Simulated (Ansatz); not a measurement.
Consider the hydrogen abstraction from the Sn–H bond: `[Cl][SnH3]` + `[SiH3]`• → `[Cl][SnH2]`• + SiH₄.

Computed with Ansatz on PBE0-D4/def2-TZVP structures; ΔE is electronic, products minus reactants. CCSD(T)/CBS is the MP2 limit (def2-TZVPP, def2-QZVPP) plus CCSD(T) − MP2 in def2-TZVPP, frozen cores. This one scheme is used for every species. Functionals use def2-TZVPP. HSE06 is defined as in plane-wave codes. Open shells (•) are unrestricted, without spin–orbit coupling. def2 core potentials past Kr. For Sn outer-core shells are correlated without core-valence functions, which leaves a few kJ/mol of doubt a bond.

Task: Is it downhill or uphill in electronic energy at CCSD(T)/CBS, and by how much? (Estimate.)

Result: Computed: Downhill: ΔE = -0.73 eV.

Task: What do these levels give: revPBE-D4, BLYP-D4, r2SCAN-D4, HSE06-D4, BHLYP-D4, ωB97X-V, BLYP, r2SCAN, RPA@PBE/def2-TZVPP, CCSD/def2-TZVPP, CCSD(T)/def2-TZVPP, HF/def2-QZVPP? (Best estimate.)

Result: The calculation gave: revPBE-D4 -0.78, BLYP-D4 -0.87, r2SCAN-D4 -0.75, HSE06-D4 -0.75, BHLYP-D4 -0.80, ωB97X-V -0.76, BLYP -0.88, r2SCAN -0.75, RPA@PBE/def2-TZVPP -0.70, CCSD/def2-TZVPP -0.72, CCSD(T)/def2-TZVPP -0.72, HF/def2-QZVPP -0.71 eV.

Largest T1 diagnostic among the species: 0.015.

From BLYP to BHLYP (50 % exact exchange), in def2-TZVPP and without D4, ΔE moves by +0.07 eV. Leaving LDA and LC-ωPBE aside and taking each functional with its dispersion term where it has one, the values, not all of them listed here, spread over 0.19 eV, from BLYP-D4 to B97M-V.
